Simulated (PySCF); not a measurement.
PySCF input file for Ge(I)(OMe) (CH₃GeIO), SMILES C[O][Ge][I] (connectivity only; charge and spin as stated), neutral, multiplicity 1, TDDFT-B3LYP/def2-SVPD. The structure is a stationary point at B3LYP-D3(BJ)/def2-SVP. The structure was generated by enumeration; whether it is a known compound was not checked. The def2 effective core potentials stand for the cores of I; spin–orbit coupling is left out. One conformer was computed; it need not be the lowest.

```python
import numpy as np
from pyscf import gto, scf, dft, tdscf

mol = gto.M(
    atom='''
    Ge    0.94346668   -1.07999177    0.00000000
    I    -0.16064630    1.31477754   -0.00000000
    O    -0.46553512   -2.15571395    0.00000000
    C    -1.86793637   -1.99590826    0.00000000
    H    -2.16286396   -0.93292550    0.00000000
    H    -2.29095822   -2.48469325    0.89353129
    H    -2.29095822   -2.48469325   -0.89353129
    ''',
    basis='def2-SVPD',
    ecp={'I': 'def2-svp'},
    charge=0,
    spin=0,
    symmetry=True,
    max_memory=1600,
    verbose=4,
)
mf = dft.RKS(mol, xc='b3lyp').density_fit(auxbasis='def2-universal-jkfit')
mf.grids.level = 3
mf.conv_tol = 1e-9
mf.max_cycle = 100
mf.kernel()
mf.grids = dft.Grids(mol).set(level=1).build(with_non0tab=True)  # coarser grid for the response kernel
td = tdscf.TDDFT(mf)
td.singlet = True
td.nstates = 10
td.conv_tol = 1e-4
td.positive_eig_threshold = 1e-6
td.kernel(x0=td.get_init_guess(mf, 15))
td.analyze()
tt = tdscf.TDA(mf)
tt.singlet = False
tt.nstates = 4
tt.conv_tol = 1e-4
tt.positive_eig_threshold = 1e-6
tt.kernel(x0=tt.get_init_guess(mf, 9))
tt.analyze(verbose=3)
```

Log of the run:

```
PySCF version 2.14.0

[INPUT] verbose = 4
[INPUT] num. atoms = 7
[INPUT] num. electrons = 74
[INPUT] charge = 0
[INPUT] spin (= nelec alpha-beta = 2S) = 0
[INPUT] symmetry True subgroup None
[INPUT] Mole.unit = angstrom
[INPUT] Symbol           X                Y                Z      unit          X                Y                Z       unit  Magmom
[INPUT]  1 Ge     0.943466680000  -1.079991770000   0.000000000000 AA    1.782893632853  -2.040888662084   0.000000000000 Bohr   0.0
[INPUT]  2 I     -0.160646300000   1.314777540000   0.000000000000 AA   -0.303577509925   2.484569465329   0.000000000000 Bohr   0.0
[INPUT]  3 O     -0.465535120000  -2.155713950000   0.000000000000 AA   -0.879733878167  -4.073708968404   0.000000000000 Bohr   0.0
[INPUT]  4 C     -1.867936370000  -1.995908260000   0.000000000000 AA   -3.529888157414  -3.771719981157   0.000000000000 Bohr   0.0
[INPUT]  5 H     -2.162863960000  -0.932925500000   0.000000000000 AA   -4.087220529092  -1.762973689623   0.000000000000 Bohr   0.0
[INPUT]  6 H     -2.290958220000  -2.484693250000   0.893531290000 AA   -4.329283598621  -4.695389746055   1.688529421829 Bohr   0.0
[INPUT]  7 H     -2.290958220000  -2.484693250000  -0.893531290000 AA   -4.329283598621  -4.695389746055  -1.688529421829 Bohr   0.0

nuclear repulsion = 381.760419062443
point group symmetry = Cs
symmetry origin: [ 5.18748351e-09 -3.33481088e-09  0.00000000e+00]
symmetry axis x: [ 1.00000000e+00 -1.50705380e-09  1.19005599e-18]
symmetry axis y: [-1.50705380e-09 -1.00000000e+00 -7.14355969e-19]
symmetry axis z: [ 2.44033334e-18 -7.14355969e-19  1.00000000e+00]
num. orbitals of irrep A' = 94
num. orbitals of irrep A" = 46
number of shells = 56
number of NR pGTOs = 243
number of NR cGTOs = 140
basis = def2-SVPD
ecp = {'I': 'def2-svp'}


[settings echo left out]
init E= -2457.71185956328
HOMO (A") = -0.60600591473548  LUMO (A") = -0.521036589053889  gap/eV = 2.31213
cycle= 1 E= -2487.58160143058  delta_E= -29.9  |g|= 3.22  |ddm|= 10.7
HOMO (A') = -0.0513536652110283  LUMO (A') = -0.0174686017256214  gap/eV = 0.92206
cycle= 2 E= -2481.30449182807  delta_E= 6.28  |g|= 4.28  |ddm|= 18.1
HOMO (A') = -0.143787027695842  LUMO (A') = -0.0931644229568564  gap/eV = 1.37751
cycle= 3 E= -2488.63897946367  delta_E= -7.33  |g|= 1.58  |ddm|= 16.3
HOMO (A') = -0.25846663340465  LUMO (A") = -0.17910754414762  gap/eV = 2.15947
cycle= 4 E= -2489.39894083661  delta_E= -0.76  |g|= 1.12  |ddm|= 3.76
HOMO (A') = -0.248839316232771  LUMO (A") = -0.118347288224236  gap/eV = 3.55087
cycle= 5 E= -2489.63115423439  delta_E= -0.232  |g|= 0.56  |ddm|= 1.31
HOMO (A') = -0.252638397296  LUMO (A") = -0.0868357170900822  gap/eV = 4.51172
cycle= 6 E= -2489.69076949915  delta_E= -0.0596  |g|= 0.218  |ddm|= 0.708
HOMO (A') = -0.265236683599213  LUMO (A") = -0.100557275649049  gap/eV = 4.48115
cycle= 7 E= -2489.70134287171  delta_E= -0.0106  |g|= 0.0513  |ddm|= 0.319
HOMO (A') = -0.260951528001795  LUMO (A") = -0.101021463609865  gap/eV = 4.35192
cycle= 8 E= -2489.70213316551  delta_E= -0.00079  |g|= 0.00531  |ddm|= 0.0886
HOMO (A') = -0.261140306552659  LUMO (A") = -0.100956553319985  gap/eV = 4.35882
cycle= 9 E= -2489.70213702834  delta_E= -3.86e-06  |g|= 0.00278  |ddm|= 0.0116
HOMO (A') = -0.261111192417953  LUMO (A") = -0.101180131223327  gap/eV = 4.35195
cycle= 10 E= -2489.70213969163  delta_E= -2.66e-06  |g|= 0.000579  |ddm|= 0.00461
HOMO (A') = -0.261129753237606  LUMO (A") = -0.101136174791272  gap/eV = 4.35365
cycle= 11 E= -2489.70213980751  delta_E= -1.16e-07  |g|= 0.000147  |ddm|= 0.000953
HOMO (A') = -0.261122060389643  LUMO (A") = -0.101128706491316  gap/eV = 4.35364
cycle= 12 E= -2489.70213981334  delta_E= -5.83e-09  |g|= 4.46e-05  |ddm|= 0.000243
HOMO (A') = -0.261123296253998  LUMO (A") = -0.101129613458085  gap/eV = 4.35365
cycle= 13 E= -2489.70213981397  delta_E= -6.29e-10  |g|= 8.38e-06  |ddm|= 7.05e-05
HOMO (A') = -0.261123389003667  LUMO (A") = -0.101130277452533  gap/eV = 4.35363
Extra cycle  E= -2489.70213981398  delta_E= -5.46e-12  |g|= 8.2e-06  |ddm|= 2.32e-05
converged SCF energy = -2489.70213981398
tot grids = 33224
Overwritten attributes  positive_eig_threshold  of <class 'pyscf.tdscf.rks.TDDFT'>


******** <class 'pyscf.tdscf.rks.TDDFT'> for <class 'pyscf.df.df_jk.DFSymAdaptedRKS'> ********
nstates = 10 singlet
deg_eia_thresh = 1.000e-03
wfnsym = None
conv_tol = 0.0001
eigh lindep = 1e-12
eigh level_shift = 0
eigh max_cycle = 100


Excitation energies (eV)
[3.42592185 3.88810951 3.95289194 4.81193422 5.14961609 5.30571197
 5.43318723 6.03994516 6.34322306 6.43316579]

** Singlet excitation energies and oscillator strengths **
Excited State   1:   A"      3.42592 eV    361.90 nm  f=0.0019
      35 -> 38        0.10549
      37 -> 38        0.69860
Excited State   2:   A"      3.88811 eV    318.88 nm  f=0.0070
      35 -> 38       -0.69517
      37 -> 38        0.10329
Excited State   3:   A'      3.95289 eV    313.65 nm  f=0.0263
      35 -> 39        0.12353
      36 -> 38       -0.68630
Excited State   4:   A"      4.81193 eV    257.66 nm  f=0.0047
      34 -> 38       -0.70082
Excited State   5:   A'      5.14962 eV    240.76 nm  f=0.0237
      33 -> 38       -0.12587
      35 -> 39       -0.24578
      37 -> 39       -0.64672
Excited State   6:   A"      5.30571 eV    233.68 nm  f=0.0048
      36 -> 39        0.70420
Excited State   7:   A'      5.43319 eV    228.20 nm  f=0.0564
      33 -> 38        0.66067
      34 -> 39        0.11694
      35 -> 39       -0.15244
Excited State   8:   A'      6.03995 eV    205.27 nm  f=0.1498
      33 -> 38       -0.10765
      35 -> 39       -0.39510
      37 -> 39        0.13426
      37 -> 40       -0.53960
Excited State   9:   A"      6.34322 eV    195.46 nm  f=0.0000
      36 -> 40        0.70383
Excited State  10:   A'      6.43317 eV    192.73 nm  f=0.2503
      35 -> 39        0.34179
      35 -> 40        0.45543
      37 -> 39       -0.12892
      37 -> 40       -0.35202

** Transition electric dipole moments (AU) **
state          X           Y           Z        Dip. S.      Osc.
  1         0.0000     -0.0000     -0.1513      0.0229      0.0019
  2        -0.0000     -0.0000     -0.2712      0.0736      0.0070
  3        -0.0285      0.5201     -0.0000      0.2713      0.0263
  4         0.0000      0.0000      0.2002      0.0401      0.0047
  5         0.2631     -0.3439     -0.0000      0.1875      0.0237
  6         0.0000      0.0000     -0.1912      0.0366      0.0048
  7         0.5040      0.4121      0.0000      0.4239      0.0564
  8        -0.5903      0.8149     -0.0000      1.0125      0.1498
  9        -0.0000     -0.0000      0.0017      0.0000      0.0000
 10         0.2883     -1.2268      0.0000      1.5882      0.2503

WARN: ECP detected. Skipping calculation of transition velocity and magnetic dipole moments, which have not yet been implemented.

Overwritten attributes  positive_eig_threshold  of <class 'pyscf.tdscf.rks.TDA'>


******** <class 'pyscf.tdscf.rks.TDA'> for <class 'pyscf.df.df_jk.DFSymAdaptedRKS'> ********
nstates = 4 triplet
deg_eia_thresh = 1.000e-03
wfnsym = None
conv_tol = 0.0001
eigh lindep = 1e-12
eigh level_shift = 0
eigh max_cycle = 100


Excitation energies (eV)
[2.91313488 3.36740847 3.47997761 4.36243772]

** Triplet excitation energies and oscillator strengths **
Excited State   1:   A"      2.91313 eV    425.60 nm  f=0.0000
Excited State   2:   A'      3.36741 eV    368.19 nm  f=0.0000
Excited State   3:   A"      3.47998 eV    356.28 nm  f=0.0000
Excited State   4:   A'      4.36244 eV    284.21 nm  f=0.0000
```

The calculation finished and met its thresholds.
